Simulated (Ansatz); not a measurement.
One change: `COB(C)S` becomes `CB(O)S`.

Ansatz, PBE0-D4/def2-TZVP geometries, multiplicity 1. Each molecule was computed in one conformer, which needn't be the lowest.

```tsv
property	`COB(C)S`
HOMO energy (PBE0/def2-TZVPP) / eV	-7.60
LUMO energy (ωB97M-V/def2-TZVPP) / eV	2.01
size of the dipole moment (B3LYP/def2-TZVPP) / D	0.15
HOMO–LUMO gap (PBE/def2-TZVPP) / eV	5.80
HOMO energy (B3LYP/def2-TZVPP) / eV	-7.34
size of the dipole moment (PBE/def2-TZVPP) / D	0.15
```

Q: What does the change do to each property? (Best estimate.)

A: Computed: 
```json
{"property": "HOMO energy (PBE0/def2-TZVPP) / eV", "`CB(O)S`": "-7.66", "shift": "-0.06"}
{"property": "LUMO energy (ωB97M-V/def2-TZVPP) / eV", "`CB(O)S`": "1.77", "shift": "-0.24"}
{"property": "size of the dipole moment (B3LYP/def2-TZVPP) / D", "`CB(O)S`": "0.37", "shift": "0.22"}
{"property": "HOMO–LUMO gap (PBE/def2-TZVPP) / eV", "`CB(O)S`": "5.68", "shift": "-0.12"}
{"property": "HOMO energy (B3LYP/def2-TZVPP) / eV", "`CB(O)S`": "-7.40", "shift": "-0.06"}
{"property": "size of the dipole moment (PBE/def2-TZVPP) / D", "`CB(O)S`": "0.31", "shift": "0.16"}
```

With PBE0 the HOMO falls by 0.06 eV and the LUMO falls by 0.25 eV, so the gap narrows by about 0.19 eV. PBE moves the HOMO by -0.05 eV and ωB97M-V by -0.05 eV. The zero-point energy changes by -73.8 kJ/mol with -9 modes. Dipoles are sizes alone; their direction can turn.

B3LYP here is the variant with VWN-RPA as its local correlation; programs differ in this.
